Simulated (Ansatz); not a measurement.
A nudged elastic band was laid between two geometries of C2H7AlOSi (12 atoms, charge 0, multiplicity 1).

Theory: Ansatz 0.2.0, RKS B3LYP-D4/STO-3G.

| Quantity | Value |
| --- | --- |
| movable images | 5 |
| climbing image | yes |
| spring | 5.0 eV/Å² |
| optimiser | quadratic models (default) |
| start path | through a guess of the saddle point |
| force threshold | 0.05 eV/Å |
| iteration limit | 58 |
| end points | relaxed |

First end point:

```xyz
12
Properties=species:S:1:pos:R:3
C -2.248 1.333 0.728
C -1.119 0.723 0.316
O -0.251 1.289 -0.616
Al 1.168 0.439 -1.058
Si 1.629 -1.609 -0.123
H -2.904 0.856 1.461
H -2.542 2.315 0.347
H -0.859 -0.275 0.732
H 1.975 1.196 -2.065
H 1.759 -1.554 1.318
H 0.603 -2.593 -0.392
H 2.866 -2.174 -0.614
```

Last end point:

```xyz
12
Properties=species:S:1:pos:R:3
C -2.116 1.451 0.888
C -1.057 0.780 0.395
O -0.340 1.212 -0.720
Al 0.994 0.286 -1.264
Si 1.592 -1.643 -0.170
H -2.653 1.080 1.764
H -2.471 2.380 0.432
H -0.731 -0.160 0.890
H 1.640 0.900 -2.466
H 0.539 -2.636 -0.162
H 2.741 -2.284 -0.771
H 1.938 -1.420 1.218
```

Which bonds break or form, and what moves?

No bond is made or broken. The dihedral O3–Al4–Si5–H10 goes from -60 to 60°. The two ends are copies of one structure, up to a mirror image or an exchange of like atoms.

What energy profile does the band end with?

The run converged. The highest image is number 3 of 0 to 6, 0.8 kJ/mol above the ends, which have the same energy within 2 meV. A vibrational analysis at the climbing image gives no mode beyond 40i cm⁻¹: the surface is too flat there to confirm a saddle point. Limits of this set-up: minimal basis.

```tsv
image	path coordinate (Å)	energy (kJ/mol)	dihedral O3–Al4–Si5–H10 (°)
0	0.00	0.0	-60
1	0.74	0.3	-40
2	1.49	0.7	-20
3	2.23	0.8	0
4	2.98	0.7	20
5	3.72	0.3	40
6	4.47	0.0	60
```

What is the geometry of the highest image?


```xyz
12
Properties=species:S:1:pos:R:3
C -2.159 1.464 0.860
C -1.093 0.783 0.397
O -0.332 1.220 -0.687
Al 1.013 0.298 -1.205
Si 1.619 -1.661 -0.171
H -2.731 1.090 1.713
H -2.484 2.404 0.404
H -0.798 -0.167 0.890
H 1.697 0.935 -2.375
H 0.778 -2.042 0.944
H 1.598 -2.783 -1.085
H 2.969 -1.597 0.349
```

The band took 7 iterations and roughly 3 core-minutes.

The run took 3.4 min on 1 thread of Intel(R) Xeon(R) Processor @ 2.50GHz (Skylake/Cascade Lake) (shared host), peak memory 0.12 GiB.
